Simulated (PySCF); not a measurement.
## How far are cheaper levels from CCSD(T)/CBS for CsBr?

PySCF; the state is a singlet (closed shell). The composite is CCSD(T) extrapolated to the basis-set limit from two correlation-consistent sets, with core-valence (CV) and scalar-relativistic (SR) terms as its label shows; it has no spin–orbit coupling and nothing beyond (T). Here it is CCSD(T)/CBS(DT). It gives Re = 3.098 Å, ωe = 148 cm⁻¹ and De = 4.07 eV to Cs + Br.

```tsv
level	basis	relativity	Re (Å)	ωe (cm⁻¹)	De (eV)
RHF	def2-SVP	scalar-relativistic core potentials	3.215	145	3.08
RHF-MP2	def2-TZVPP	scalar-relativistic core potentials	3.117	145	4.04
RHF-SCS-MP2	def2-SVP	scalar-relativistic core potentials	3.177	152	3.68
RHF-CCSD	def2-SVP	scalar-relativistic core potentials	3.174	153	3.56
PBE	def2-SVP	scalar-relativistic core potentials	3.131	152	3.94
PBE	def2-TZVPP	scalar-relativistic core potentials	3.091	146	4.05
r²SCAN	def2-TZVPP	scalar-relativistic core potentials	3.107	146	4.22
B3LYP	def2-SVP	scalar-relativistic core potentials	3.152	151	3.84
PBE0	def2-SVP	scalar-relativistic core potentials	3.128	154	3.96
PBE0	def2-TZVPP	scalar-relativistic core potentials	3.088	148	4.07
```

Question: Give the difference of each row from the composite.

Answer: 

| level | basis | ΔRe (pm) | Δωe (%) | ΔDe (eV) |
| --- | --- | --- | --- | --- |
| RHF | def2-SVP | +11.7 | -2.0 | -0.99 |
| RHF-MP2 | def2-TZVPP | +1.9 | -2.0 | -0.03 |
| RHF-SCS-MP2 | def2-SVP | +7.9 | +2.7 | -0.39 |
| RHF-CCSD | def2-SVP | +7.6 | +3.4 | -0.51 |
| PBE | def2-SVP | +3.3 | +2.7 | -0.13 |
| PBE | def2-TZVPP | -0.7 | -1.4 | -0.02 |
| r²SCAN | def2-TZVPP | +0.9 | -1.4 | +0.15 |
| B3LYP | def2-SVP | +5.4 | +2.0 | -0.23 |
| PBE0 | def2-SVP | +3.0 | +4.1 | -0.11 |
| PBE0 | def2-TZVPP | -1.0 | +0.0 | +0.00 |

Question: Which rows come closest in De?

Answer: PBE0 in def2-TZVPP (+0.00 eV), counted from the composite.

Measured (Huber and Herzberg, Constants of Diatomic Molecules (1979)): Re = 3.072251 Å, ωe = 149.66 cm⁻¹; the composite is off by +25.8 mÅ and -2.0 cm⁻¹.

Correlated steps freeze the inner cores (9 to 37 orbitals); shallow outer-core shells are correlated. Correlated levels converge slowly with the basis: in double zeta they bind strong bonds too weakly, by up to about 1 eV, and carry superposition errors of some tenths. Spin–orbit coupling is left out, which matters for elements this heavy, above all for dissociation energies. Where the molecule has an RHF reference, its open-shell atoms are computed with UHF.
